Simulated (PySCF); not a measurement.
Run record: excited-state job, `N#C[C@@H]1CO[C@H](F)O1`.

Computed with TDDFT wB97X-D/def2-SVPD, vertical, gas phase, core orbitals frozen in the response (PySCF 2.14.0, density-fitted response routines). Geometry: GFN2-xTB. The command runs a driver script over a list of jobs; the input below is this job's line of settings and its coordinates in Å.

Command:
```bash
OMP_NUM_THREADS=1 python probes_run.py task.json out
```

Input:
```
{"job": {"kind": "uv", "xc": "wB97X-D", "basis": "def2-SVPD", "nstates": 8, "ntriplets": 3}, "charge": 0, "multiplicity": 1}
N      1.766517    -0.773800     2.213519
C      1.322609    -0.667533     1.167781
C      0.751165    -0.515642    -0.160562
C      0.394479     0.966797    -0.460498
O     -0.976191     0.905616    -0.824717
C     -1.468718    -0.224584    -0.247048
F     -1.807645     0.042387     1.070295
O     -0.503005    -1.188165    -0.277422
H      1.431827    -0.955797    -0.899137
H      0.526437     1.592127     0.429785
H      0.949707     1.383605    -1.300412
H     -2.385984    -0.565697    -0.737610
```

Q: What does the run print?

A: 
```
coarse grid: 11144 points
cycle   1  E = -459.0720300042  dE =  1.661e+00  |g| = 1.044e+00  |ddm| = 4.820e+00
cycle   2  E = -458.9549575154  dE =  1.171e-01  |g| = 1.345e+00  |ddm| = 2.596e+00
cycle   3  E = -459.2883608995  dE = -3.334e-01  |g| = 1.718e-01  |ddm| = 1.594e+00
cycle   4  E = -459.2935312638  dE = -5.170e-03  |g| = 7.231e-02  |ddm| = 2.485e-01
cycle   5  E = -459.2945941973  dE = -1.063e-03  |g| = 1.079e-02  |ddm| = 1.070e-01
cycle   6  E = -459.2946196646  dE = -2.547e-05  |g| = 3.003e-03  |ddm| = 2.200e-02
cycle   7  E = -459.2946220579  dE = -2.393e-06  |g| = 6.472e-04  |ddm| = 7.663e-03
final grid: 111336 points
cycle   8  E = -459.3697764012  dE = -9.787e-05  |g| = 7.750e-03  |ddm| = 1.376e-01
cycle   9  E = -459.3697743219  dE =  2.079e-06  |g| = 9.047e-03  |ddm| = 1.984e-02
cycle  10  E = -459.3697877159  dE = -1.339e-05  |g| = 1.137e-03  |ddm| = 8.147e-03
cycle  11  E = -459.3697878907  dE = -1.748e-07  |g| = 7.492e-04  |ddm| = 2.124e-03
cycle  12  E = -459.3697880144  dE = -1.237e-07  |g| = 1.163e-04  |ddm| = 1.212e-03
cycle  13  E = -459.3697880173  dE = -2.873e-09  |g| = 3.427e-05  |ddm| = 1.871e-04
cycle  14  E = -459.3697880176  dE = -3.192e-10  |g| = 1.331e-05  |ddm| = 7.388e-05
converged SCF energy = -459.3697880176

Static polarisability (au): isotropic 55.589, principal 47.690 52.907 66.170

Singlet excitations
state   eV       nm        f      main configurations
  1   7.4477    166.5   0.00258   H-1->L 0.39, H-2->L 0.27, H->L 0.16
  2   7.8606    157.7   0.00408   H->L 0.66, H-2->L 0.20
  3   8.0796    153.5   0.00773   H-3->L 0.22, H-1->L 0.19, H-1->L+2 0.10
  4   8.3264    148.9   0.00246   H-2->L+2 0.18, H-3->L+2 0.16, H-1->L+1 0.11
  5   8.5887    144.4   0.00222   H->L+1 0.56, H-3->L 0.11
  6   8.7505    141.7   0.00092   H-3->L 0.35, H->L+1 0.30, H-1->L 0.14
  7   9.1574    135.4   0.01611   H-4->L 0.68
  8   9.2889    133.5   0.01247   H->L+2 0.44, H-3->L+2 0.11, H-3->L+1 0.11

Triplet excitations (Tamm-Dancoff, eV): 6.4148 6.9249 7.1365
```

The SCF starts on a coarse grid where the log names one; the energy can jump when the final grid takes over, and dE then counts from the start density on the new grid. H and L stand for HOMO and LUMO; the number after each pair is its weight.

Q: Which computed singlet has the largest oscillator strength, and what do all of them sum to?

A: State 7 at 9.16 eV (135 nm), f = 0.016; the 8 states sum to 0.049.

In short: HOMO -11.16 eV, LUMO 1.39 eV; lowest singlet 7.45 eV; lowest triplet 6.41 eV (Tamm–Dancoff); mean polarisability 55.6 au.

Hardware: an Arm Neoverse V2 with one thread, no GPU, on a shared host. Cost: 33 s, 0.85 GiB resident at most.

One conformer stands for the species.
Labels such as C1 count atoms from 1, the log's own numbers from 0.

The pairwise dispersion term of wB97X-D wasn't added to the energies; at a given geometry it leaves orbitals and properties as they are.
